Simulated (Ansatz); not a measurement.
A short molecular-dynamics run on C$_{4}$H$_{12}$ClN$_{2}$Sc, SMILES `C[N](C)[Sc]([Cl])[N](C)C`.

```yaml
crystal:
  periodic: [false, false, false]
  atoms:
    - {symbol: C, position_ang: [1.812767, -0.400628, -2.425535]}
    - {symbol: N, position_ang: [1.193102, -0.499786, -1.122307]}
    - {symbol: C, position_ang: [1.849129, -1.479566, -0.297621]}
    - {symbol: Sc, position_ang: [-0.350510, 0.671150, -0.757504]}
    - {symbol: Cl, position_ang: [-1.116991, 2.146920, -2.418153]}
    - {symbol: N, position_ang: [-1.253057, 0.612064, 0.994277]}
    - {symbol: C, position_ang: [-2.377655, 1.498965, 1.196647]}
    - {symbol: C, position_ang: [-0.989992, -0.184225, 2.163542]}
    - {symbol: H, position_ang: [2.870649, -0.106545, -2.353326]}
    - {symbol: H, position_ang: [1.306988, 0.347049, -3.046623]}
    - {symbol: H, position_ang: [1.777250, -1.357048, -2.968482]}
    - {symbol: H, position_ang: [1.376178, -1.550678, 0.685512]}
    - {symbol: H, position_ang: [2.909634, -1.233496, -0.135359]}
    - {symbol: H, position_ang: [1.817943, -2.482190, -0.750736]}
    - {symbol: H, position_ang: [-3.299907, 0.943593, 1.424272]}
    - {symbol: H, position_ang: [-2.570761, 2.101084, 0.301823]}
    - {symbol: H, position_ang: [-2.203283, 2.195779, 2.030226]}
    - {symbol: H, position_ang: [-0.758725, 0.440261, 3.039946]}
    - {symbol: H, position_ang: [-1.853643, -0.810515, 2.434535]}
    - {symbol: H, position_ang: [-0.139106, -0.852178, 2.004875]}
basis:
  gaussian: {orbitals: def2-SVP}
hamiltonian: {xc: {name: BLYP}, dispersion: d3bjatm}
md: {timestep: 1 fs, n_steps: 20, ensemble: nvt_langevin, temperature: 500, initial_velocities: maxwell_boltzmann, friction: 0.01, seed: 342}
```

```sh
$ ansatz run in.yaml --threads 4 --pin off --events-out ev --progress --plain --max-ram 46080MiB --backend cuda --devices 0, --max-vram 37GiB
```

```json
{"step": "0", "time (fs)": "0.0", "potential energy (eV)": "-40535.6454", "kinetic (eV)": "1.2280", "T (K)": "475", "conserved (eV)": "–"}
{"step": "1", "time (fs)": "1.0", "potential energy (eV)": "-40535.5350", "kinetic (eV)": "1.1188", "T (K)": "433", "conserved (eV)": "–"}
{"step": "2", "time (fs)": "2.0", "potential energy (eV)": "-40535.2724", "kinetic (eV)": "0.9216", "T (K)": "356", "conserved (eV)": "–"}
{"step": "3", "time (fs)": "3.0", "potential energy (eV)": "-40535.1075", "kinetic (eV)": "0.7446", "T (K)": "288", "conserved (eV)": "–"}
{"step": "4", "time (fs)": "4.0", "potential energy (eV)": "-40535.0568", "kinetic (eV)": "0.6936", "T (K)": "268", "conserved (eV)": "–"}
{"step": "5", "time (fs)": "5.0", "potential energy (eV)": "-40535.0304", "kinetic (eV)": "0.6987", "T (K)": "270", "conserved (eV)": "–"}
{"step": "6", "time (fs)": "6.0", "potential energy (eV)": "-40535.0171", "kinetic (eV)": "0.6762", "T (K)": "262", "conserved (eV)": "–"}
{"step": "7", "time (fs)": "7.0", "potential energy (eV)": "-40535.0157", "kinetic (eV)": "0.6888", "T (K)": "266", "conserved (eV)": "–"}
{"step": "8", "time (fs)": "8.0", "potential energy (eV)": "-40534.9899", "kinetic (eV)": "0.6496", "T (K)": "251", "conserved (eV)": "–"}
{"step": "9", "time (fs)": "9.0", "potential energy (eV)": "-40534.9781", "kinetic (eV)": "0.6513", "T (K)": "252", "conserved (eV)": "–"}
{"step": "10", "time (fs)": "10.0", "potential energy (eV)": "-40535.0650", "kinetic (eV)": "0.7709", "T (K)": "298", "conserved (eV)": "–"}
{"step": "11", "time (fs)": "11.0", "potential energy (eV)": "-40535.2254", "kinetic (eV)": "0.8722", "T (K)": "337", "conserved (eV)": "–"}
{"step": "12", "time (fs)": "12.0", "potential energy (eV)": "-40535.3002", "kinetic (eV)": "0.9207", "T (K)": "356", "conserved (eV)": "–"}
{"step": "13", "time (fs)": "13.0", "potential energy (eV)": "-40535.2609", "kinetic (eV)": "0.8825", "T (K)": "341", "conserved (eV)": "–"}
{"step": "14", "time (fs)": "14.0", "potential energy (eV)": "-40535.2079", "kinetic (eV)": "0.8164", "T (K)": "316", "conserved (eV)": "–"}
{"step": "15", "time (fs)": "15.0", "potential energy (eV)": "-40535.1856", "kinetic (eV)": "0.7494", "T (K)": "290", "conserved (eV)": "–"}
{"step": "16", "time (fs)": "16.0", "potential energy (eV)": "-40535.1704", "kinetic (eV)": "0.7553", "T (K)": "292", "conserved (eV)": "–"}
{"step": "17", "time (fs)": "17.0", "potential energy (eV)": "-40535.1470", "kinetic (eV)": "0.8001", "T (K)": "309", "conserved (eV)": "–"}
{"step": "18", "time (fs)": "18.0", "potential energy (eV)": "-40535.1219", "kinetic (eV)": "0.7712", "T (K)": "298", "conserved (eV)": "–"}
{"step": "19", "time (fs)": "19.0", "potential energy (eV)": "-40535.0864", "kinetic (eV)": "0.7884", "T (K)": "305", "conserved (eV)": "–"}
{"step": "20", "time (fs)": "20.0", "potential energy (eV)": "-40535.0183", "kinetic (eV)": "0.7319", "T (K)": "283", "conserved (eV)": "–"}
```

Velocities are drawn at the set temperature; a run this short doesn't reach equilibrium.

Frames (Å, forces in eV/Å):

```xyz
20
time=0.0 fs
C     1.813   -0.401   -2.426   -0.132    0.118   -0.005
N     1.193   -0.500   -1.122   -0.146    0.093    0.070
C     1.849   -1.480   -0.298   -0.130    0.088    0.053
Sc   -0.351    0.671   -0.758   -0.084    0.160   -0.181
Cl   -1.117    2.147   -2.418   -0.031    0.061   -0.068
N    -1.253    0.612    0.994    0.108   -0.022   -0.150
C    -2.378    1.499    1.197    0.054    0.033   -0.165
C    -0.990   -0.184    2.164    0.091   -0.013   -0.138
H     2.871   -0.107   -2.353    0.557    0.124   -0.012
H     1.307    0.347   -3.047   -0.240    0.351   -0.288
H     1.777   -1.357   -2.968    0.029   -0.480   -0.308
H     1.376   -1.551    0.686   -0.231   -0.049    0.509
H     2.910   -1.233   -0.135    0.554    0.070    0.100
H     1.818   -2.482   -0.751    0.028   -0.531   -0.196
H    -3.300    0.944    1.424   -0.496   -0.242    0.147
H    -2.571    2.101    0.302   -0.087    0.280   -0.422
H    -2.203    2.196    2.030    0.033    0.362    0.440
H    -0.759    0.440    3.040    0.107    0.274    0.485
H    -1.854   -0.811    2.435   -0.420   -0.328    0.193
H    -0.139   -0.852    2.005    0.434   -0.349   -0.065
20
time=2.0 fs
C     1.791   -0.390   -2.432    0.990   -2.995    1.227
N     1.195   -0.510   -1.131   -0.857    0.291    0.241
C     1.851   -1.468   -0.297    1.614    1.037   -0.279
Sc   -0.345    0.666   -0.754   -0.118    0.181   -0.185
Cl   -1.112    2.139   -2.419    0.004    0.027   -0.055
N    -1.250    0.613    1.004   -0.166    0.300   -0.583
C    -2.387    1.500    1.191   -0.571    0.829   -0.773
C    -0.992   -0.177    2.154    0.588    0.237    2.376
H     2.840   -0.118   -2.297    0.899    0.077   -0.354
H     1.326    0.317   -3.010   -1.535    2.353   -1.910
H     1.713   -1.392   -2.961    0.355    0.497   -0.056
H     1.333   -1.505    0.644   -0.095   -0.078    1.272
H     2.974   -1.183   -0.195   -1.042   -0.369    0.347
H     1.854   -2.479   -0.692   -0.074   -0.992   -0.581
H    -3.324    0.935    1.448    0.118    0.106   -0.110
H    -2.607    2.160    0.272    0.294   -0.892    0.726
H    -2.224    2.230    2.015    0.074    0.007    0.245
H    -0.717    0.504    3.098   -0.385   -0.940   -1.223
H    -1.909   -0.756    2.496    0.506    0.045   -0.193
H    -0.109   -0.875    2.049   -0.601    0.280   -0.132
20
time=4.0 fs
C     1.771   -0.390   -2.434    0.830   -1.498   -0.151
N     1.195   -0.515   -1.142   -1.272    0.188    0.663
C     1.857   -1.457   -0.297    1.579    0.515    0.027
Sc   -0.340    0.660   -0.750   -0.207    0.247   -0.175
Cl   -1.107    2.131   -2.420    0.004    0.021   -0.038
N    -1.246    0.616    1.013   -0.373    0.557   -0.934
C    -2.395    1.503    1.183   -0.941    1.128   -0.449
C    -0.990   -0.171    2.153    0.287    0.252    3.261
H     2.846   -0.129   -2.252    0.117   -0.148   -0.787
H     1.291    0.374   -3.032   -0.351    0.612   -0.538
H     1.655   -1.409   -2.948    0.556    0.863   -0.147
H     1.284   -1.458    0.652    0.711   -0.185    0.429
H     3.010   -1.137   -0.244   -1.642   -0.591    0.617
H     1.898   -2.511   -0.670   -0.217    0.019   -0.211
H    -3.349    0.927    1.463    0.685    0.423   -0.290
H    -2.634    2.179    0.251    0.474   -1.299    1.046
H    -2.240    2.270    2.006    0.028   -0.484   -0.159
H    -0.691    0.528    3.111   -0.479   -1.145   -1.495
H    -1.949   -0.707    2.539    1.109    0.151   -0.465
H    -0.101   -0.881    2.071   -0.897    0.375   -0.203
20
time=6.0 fs
C     1.751   -0.395   -2.433    0.657    1.012   -1.437
N     1.189   -0.517   -1.154   -1.407   -0.084    1.281
C     1.870   -1.447   -0.296    0.230   -0.207    0.321
Sc   -0.335    0.654   -0.748   -0.363    0.355   -0.119
Cl   -1.102    2.124   -2.420   -0.028    0.040   -0.021
N    -1.242    0.621    1.020   -0.594    0.774   -1.199
C    -2.407    1.509    1.176   -0.460    0.661    0.521
C    -0.988   -0.164    2.160   -0.107    0.375    2.814
H     2.854   -0.153   -2.229   -0.466   -0.196   -1.071
H     1.248    0.463   -3.073    0.824   -1.343    0.912
H     1.617   -1.387   -2.936    0.516    0.315   -0.590
H     1.258   -1.414    0.678    1.403   -0.379   -0.512
H     2.981   -1.117   -0.273   -0.901   -0.387    0.801
H     1.937   -2.541   -0.670   -0.403    0.921    0.193
H    -3.358    0.934    1.470    0.718    0.388   -0.316
H    -2.636    2.144    0.263    0.282   -0.740    0.337
H    -2.258    2.296    2.003    0.004   -0.715   -0.422
H    -0.690    0.509    3.074   -0.247   -0.621   -0.811
H    -1.950   -0.659    2.555    0.888   -0.154   -0.412
H    -0.119   -0.869    2.080   -0.547   -0.013   -0.271
20
time=8.0 fs
C     1.734   -0.395   -2.433    0.766    2.031   -1.754
N     1.179   -0.519   -1.165   -1.274   -0.304    1.872
C     1.883   -1.437   -0.292   -1.620   -0.606    0.004
Sc   -0.329    0.647   -0.745   -0.580    0.506   -0.046
Cl   -1.098    2.117   -2.421   -0.050    0.048   -0.003
N    -1.240    0.628    1.023   -0.686    0.896   -1.247
C    -2.421    1.519    1.171    0.656   -0.496    1.595
C    -0.989   -0.154    2.173   -0.287    0.169    1.052
H     2.845   -0.189   -2.246   -0.416   -0.032   -1.016
H     1.232    0.498   -3.079    1.029   -1.726    1.165
H     1.592   -1.352   -2.936    0.338   -0.511   -1.070
H     1.289   -1.381    0.680    1.212   -0.494   -0.374
H     2.916   -1.118   -0.271    1.150    0.344    0.827
H     1.970   -2.527   -0.663   -0.546    0.801    0.231
H    -3.337    0.950    1.473    0.061   -0.046   -0.147
H    -2.631    2.077    0.281   -0.174    0.452   -1.229
H    -2.285    2.301    1.981    0.117   -0.376   -0.194
H    -0.704    0.471    3.025    0.367    0.630    0.735
H    -1.920   -0.616    2.558   -0.142   -0.745   -0.084
H    -0.157   -0.860    2.080    0.078   -0.542   -0.317
20
time=10.0 fs
C     1.720   -0.389   -2.438    0.794    0.825   -1.758
N     1.163   -0.524   -1.173   -0.755   -0.500    2.070
C     1.890   -1.429   -0.288   -2.343   -0.210   -0.847
Sc   -0.325    0.640   -0.743   -0.872    0.679    0.099
Cl   -1.095    2.108   -2.422   -0.046    0.047   -0.009
N    -1.244    0.633    1.025   -0.522    0.868   -1.189
C    -2.433    1.527    1.167    1.476   -1.212    1.146
C    -0.990   -0.142    2.187    0.100   -0.102   -0.390
H     2.821   -0.219   -2.298    0.052    0.213   -0.668
H     1.243    0.466   -3.050    0.565   -0.896    0.568
H     1.593   -1.341   -2.971    0.178   -0.352   -0.851
H     1.362   -1.366    0.666    0.257   -0.456    0.722
H     2.882   -1.114   -0.238    2.615    0.940    0.652
H     1.983   -2.478   -0.651   -0.502   -0.219   -0.052
H    -3.305    0.948    1.463   -0.791   -0.480    0.110
H    -2.631    2.031    0.260   -0.363    0.862   -1.665
H    -2.305    2.288    1.952    0.233    0.364    0.389
H    -0.702    0.470    3.006    0.744    1.225    1.600
H    -1.893   -0.600    2.554   -1.047   -1.097    0.306
H    -0.187   -0.874    2.066    0.226   -0.499   -0.234
20
time=12.0 fs
C     1.706   -0.381   -2.448    1.095   -2.138   -0.915
N     1.146   -0.530   -1.176    0.050   -0.660    1.836
C     1.893   -1.422   -0.288   -0.131    1.520   -1.073
Sc   -0.322    0.635   -0.742   -1.164    0.868    0.215
Cl   -1.092    2.099   -2.422   -0.025    0.041   -0.034
N    -1.254    0.640    1.022   -0.247    0.601   -0.730
C    -2.439    1.533    1.163    0.904   -1.173   -1.019
C    -0.989   -0.132    2.199    0.248    0.093    0.266
H     2.787   -0.231   -2.374    0.841    0.380   -0.164
H     1.275    0.403   -3.015   -0.782    1.347   -0.963
H     1.602   -1.340   -3.034    0.033    0.232   -0.212
H     1.440   -1.365    0.672   -0.565   -0.365    1.551
H     2.927   -1.092   -0.189    0.841    0.415    0.160
H     1.979   -2.426   -0.648   -0.282   -1.554   -0.457
H    -3.298    0.927    1.462   -0.760   -0.301    0.065
H    -2.647    2.019    0.188   -0.082    0.097    0.093
H    -2.321    2.283    1.929    0.299    0.945    0.810
H    -0.665    0.521    3.038    0.209   -0.016    0.298
H    -1.910   -0.622    2.552   -0.345   -0.492    0.232
H    -0.207   -0.912    2.032   -0.136    0.162    0.041
20
time=14.0 fs
C     1.699   -0.379   -2.462    0.846   -3.336   -0.635
N     1.131   -0.537   -1.175    0.911   -0.734    1.231
C     1.893   -1.410   -0.287    1.387    1.482    0.039
Sc   -0.322    0.632   -0.741   -1.346    1.009    0.239
Cl   -1.091    2.090   -2.422   -0.022    0.054   -0.062
N    -1.268    0.647    1.015   -0.095    0.212   -0.039
C    -2.446    1.534    1.158   -0.014   -0.639   -1.534
C    -0.989   -0.127    2.207   -0.152    0.249    0.904
H     2.769   -0.216   -2.455    1.178    0.400    0.263
H     1.272    0.392   -3.008   -1.336    2.056   -1.446
H     1.615   -1.341   -3.102   -0.116    0.731    0.412
H     1.496   -1.367    0.733   -0.385   -0.310    0.357
H     2.999   -1.053   -0.152   -1.121   -0.323   -0.364
H     1.957   -2.428   -0.663   -0.077   -0.934   -0.137
H    -3.326    0.904    1.470    0.028    0.353   -0.182
H    -2.662    2.011    0.116    0.116   -0.404    1.472
H    -2.319    2.314    1.929    0.113    0.353    0.149
H    -0.616    0.573    3.082   -0.421   -1.180   -0.935
H    -1.939   -0.666    2.558    0.682    0.386    0.011
H    -0.241   -0.947    1.995   -0.177    0.577    0.257
20
time=16.0 fs
C     1.698   -0.384   -2.480    0.145   -0.801   -1.773
N     1.118   -0.545   -1.168    1.641   -0.644    0.390
C     1.899   -1.396   -0.286    1.337   -0.140    0.958
Sc   -0.324    0.632   -0.739   -1.368    1.061    0.183
Cl   -1.090    2.082   -2.419   -0.063    0.106   -0.096
N    -1.279    0.654    1.006   -0.025   -0.087    0.505
C    -2.454    1.532    1.148   -0.242   -0.138   -0.831
C    -0.992   -0.126    2.212   -0.542    0.588    0.847
H     2.793   -0.185   -2.532    0.122    0.197    0.577
H     1.225    0.454   -3.050   -0.112   -0.245    0.169
H     1.620   -1.324   -3.153   -0.235    0.677    0.636
H     1.535   -1.374    0.806   -0.091   -0.219   -1.170
H     3.024   -1.027   -0.139   -1.550   -0.593   -0.606
H     1.921   -2.471   -0.681    0.134    0.691    0.550
H    -3.353    0.896    1.458    0.422    0.634   -0.175
H    -2.675    1.991    0.104    0.114   -0.286    1.399
H    -2.308    2.351    1.926   -0.141   -0.404   -0.501
H    -0.582    0.575    3.101   -0.689   -1.431   -1.294
H    -1.941   -0.692    2.555    0.797    0.740    0.031
H    -0.290   -0.955    1.974    0.343    0.293    0.201
20
time=18.0 fs
C     1.698   -0.392   -2.501   -0.187    1.526   -1.729
N     1.111   -0.557   -1.161    1.853   -0.267   -0.352
C     1.908   -1.386   -0.278    0.412   -1.481    0.704
Sc   -0.328    0.634   -0.736   -1.172    0.923    0.098
Cl   -1.091    2.076   -2.415   -0.130    0.191   -0.155
N    -1.288    0.661    0.998    0.044   -0.288    0.809
C    -2.463    1.530    1.134    0.029   -0.194    0.553
C    -0.996   -0.124    2.219   -0.715    0.342   -0.280
H     2.815   -0.148   -2.586   -0.730   -0.049    0.756
H     1.176    0.516   -3.095    0.723   -1.700    1.161
H     1.616   -1.282   -3.183   -0.316   -0.017    0.345
H     1.580   -1.386    0.835   -0.227   -0.056   -1.392
H     2.994   -1.035   -0.158   -0.650   -0.380   -0.578
H     1.873   -2.496   -0.686    0.432    1.386    0.896
H    -3.371    0.915    1.432    0.363    0.449    0.044
H    -2.693    1.962    0.144   -0.058    0.355   -0.051
H    -2.304    2.369    1.902   -0.272   -0.625   -0.594
H    -0.569    0.516    3.071   -0.401   -0.697   -0.566
H    -1.921   -0.691    2.547    0.235    0.610    0.248
H    -0.340   -0.963    1.955    0.768   -0.028    0.082
20
time=20.0 fs
C     1.694   -0.397   -2.524   -0.455    2.717   -0.416
N     1.110   -0.569   -1.149    1.467    0.354   -1.064
C     1.919   -1.379   -0.272   -1.151   -2.071   -0.231
Sc   -0.335    0.638   -0.735   -0.867    0.647    0.047
Cl   -1.094    2.071   -2.410   -0.176    0.267   -0.233
N    -1.299    0.667    0.993    0.216   -0.553    0.926
C    -2.469    1.526    1.120    0.424   -0.628    1.526
C    -1.003   -0.121    2.225   -0.735   -0.920   -2.713
H     2.800   -0.114   -2.616   -0.655   -0.181    0.770
H     1.156    0.521   -3.099    0.750   -1.768    1.195
H     1.602   -1.241   -3.198   -0.376   -1.064   -0.321
H     1.623   -1.396    0.810   -0.534    0.140   -0.407
H     2.942   -1.053   -0.220    1.403    0.193   -0.325
H     1.837   -2.468   -0.662    0.630    0.822    0.707
H    -3.375    0.949    1.415   -0.045   -0.002    0.283
H    -2.708    1.943    0.179   -0.326    1.001   -1.704
H    -2.305    2.359    1.854   -0.212   -0.107   -0.042
H    -0.569    0.443    3.013    0.664    0.901    1.380
H    -1.891   -0.672    2.553   -0.744    0.156    0.526
H    -0.374   -0.980    1.934    0.722    0.095    0.095
```

Hardware: 4 threads of an AMD EPYC 7R13 on a shared host and a share of an NVIDIA H100 80 GB. Wall time 24 s, peak host memory 0.9 GiB.
